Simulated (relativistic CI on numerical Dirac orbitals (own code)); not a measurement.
**Electric-dipole lines of Ba3+**

Calculated at this level of theory: Dirac-Coulomb-Breit CI, separate exchange-only KLI orbitals for each configuration, model QED, valence Slater integrals scaled by 0.85, P86 correlation energy added to each configuration (own radial code, finite nucleus).

CI space (outside the closed core [Kr] 4d10): 5s²5p⁵, 5s5p⁶, 5s²5p⁴5d, 5s²5p⁴5f, 5s²5p⁴4f, 5s5p⁵5d, 5s²5p⁴6s, 5s²5p⁴6p, 5s²5p³4f5d, 5s5p⁵5f, 5s²5p⁴6d, 5s²5p⁴7s, 5s²5p⁴7p, 5s²5p⁴5g, 5s²5p⁴7d, 5s²5p⁴6f, 5s²5p⁴8s, 5s²5p⁴8p, 5s5p⁵4f, 5s5p⁵6p, 5s5p⁵6s, 5s²5p³5d5f, 5s5p⁴5d², 5p⁶5d, 5s5p⁴6s², 5p⁶4f, 5s²5p³4f6s, 5s5p⁴4f², 5s²5p³5d², 5s²5p²5d³, 5s²5p²5d²5f, 5s²5p²4f5d², 5s5p³5d³, 5s²5p²5d²6s, 5p⁵5d², 5p⁴5d³, 5p⁴5d²5f, 5p⁴4f5d², 5p⁴5d²6s. Double excitations out of closed p, d and f shells are left out; levels of such configurations are missing from the list, as are those of other unlisted configurations, and high levels can miss mixing partners. These lack a partner that the ground configuration has and come out too high: 5s²5p⁴6p, 5s5p⁵5f, 5s²5p⁴6d, 5s²5p⁴7s, 5s²5p⁴7p.

```
λ vac (nm)                Lower                   Upper   A (s⁻¹)        gf  Branching (%)
    48.079      5s5p⁶ ²S1/2 [3]   5s²5p⁴6f ⁴F°3/2 [374]  6.93e+09  9.60e-01           53.8
    48.245      5s5p⁶ ²S1/2 [3]    5s5p⁵5d ²P°3/2 [369]  2.99e+10  4.18e+00           94.4
    48.562      5s5p⁶ ²S1/2 [3]  5s²5p³5d² ²P°1/2 [353]  3.65e+10  2.58e+00           92.8
    49.168    5s²5p⁵ ²P°3/2 [1]     5s²5p⁴6s ⁴P3/2 [56]  6.82e+09  9.89e-01           99.7
    49.364    5s²5p⁵ ²P°3/2 [1]     5s²5p⁴5d ²P1/2 [55]  5.00e+10  3.65e+00           99.6
    49.899    5s²5p⁵ ²P°1/2 [2]     5s²5p⁴5d ²D3/2 [66]  4.60e+10  6.87e+00           99.9
    50.017    5s²5p⁵ ²P°3/2 [1]     5s²5p⁴5d ²P3/2 [53]  3.39e+10  5.09e+00           96.8
    50.102    5s²5p⁵ ²P°3/2 [1]     5s²5p⁴5d ²D5/2 [51]  4.81e+10  1.09e+01          100.0
    51.650    5s²5p⁵ ²P°3/2 [1]     5s²5p⁴5d ²D3/2 [44]  8.18e+09  1.31e+00           67.5
    51.885    5s²5p⁵ ²P°1/2 [2]     5s²5p⁴5d ²P1/2 [63]  4.94e+10  3.98e+00           99.6
    52.158   5s²5p⁴5d ⁴D3/2 [5]   5s²5p⁴6f ⁴D°5/2 [394]  3.97e+09  9.71e-01           40.5
    56.718    5s²5p⁵ ²P°1/2 [2]     5s²5p⁴5d ²D3/2 [44]  3.94e+09  7.60e-01           32.5
    71.397   5s²5p⁴5d ⁴D7/2 [6]    5s5p⁵5d ⁴F°9/2 [115]  2.38e+09  1.82e+00           71.5
    74.702   5s²5p⁴5d ⁴D5/2 [4]   5s²5p⁴5f ⁴F°7/2 [101]  1.34e+09  9.00e-01           65.9
    75.182   5s²5p⁴5d ⁴D7/2 [6]   5s²5p⁴5f ⁴F°9/2 [100]  1.45e+09  1.23e+00           80.4
    76.384  5s²5p⁴5d ²G7/2 [24]   5s²5p⁴5f ²H°9/2 [177]  2.95e+09  2.58e+00           87.8
    76.685  5s²5p⁴5d ²G9/2 [27]  5s²5p⁴5f ²H°11/2 [179]  3.61e+09  3.82e+00           99.9
    76.804  5s²5p⁴5d ⁴F7/2 [18]   5s²5p⁴5f ⁴G°9/2 [147]  3.34e+09  2.95e+00           84.5
    77.378   5s²5p⁴5d ⁴F9/2 [8]  5s²5p⁴5f ⁴G°11/2 [109]  3.64e+09  3.92e+00           99.9
    79.116   5s²5p⁴5d ²F7/2 [9]   5s²5p⁴5f ²G°9/2 [110]  3.13e+09  2.94e+00           91.4
```

Terms are leading LS components. Brackets give the number of a level in order of energy, since labels repeat. The list gives strong lines, with weight on those to low levels, without lines whose two gauges differ by over a factor of 2.5, among the lowest 400 of 8117 levels, so that lines to higher ones, which can be the strongest, are missing, and without lines across small gaps between configurations, and without 153 lines that miss the measured interval by over 3.5 %, start from a term whose rates miss tabulated ones by over 60 %, have gauges far apart or, lacking measured levels, span too small a gap for the errors found; lines with a level outside our table were not tested and can miss by more. Levels whose partners in the same complex of configurations lie outside the list can be far off, and so can their lines. Rates are taken at the computed energies, electric ones in the length gauge.

For a near-neutral ion this model can misplace configurations by up to about 10,000 cm⁻¹ (more where the count of f electrons changes) and terms by 10 to 25 % of their spread. Rates follow the energies as ν³ (E1, M1) or ν⁵ (E2), so they and the lifetimes can be off by large factors. The fine structure of a lone outer electron comes out too small, for d and f at times inverted, and misplaced configurations move strength between like terms. 10 of the 25 excited levels that our extract of the measured tables holds in this range could be paired (the sources list more); they are missed by 1058 cm⁻¹ on average and 1956 at most, and levels without a partner can miss by more.

LS names give the leading component of a level, which can be under half, so a name can repeat, a term be missing and a line seem to break the LS rules.
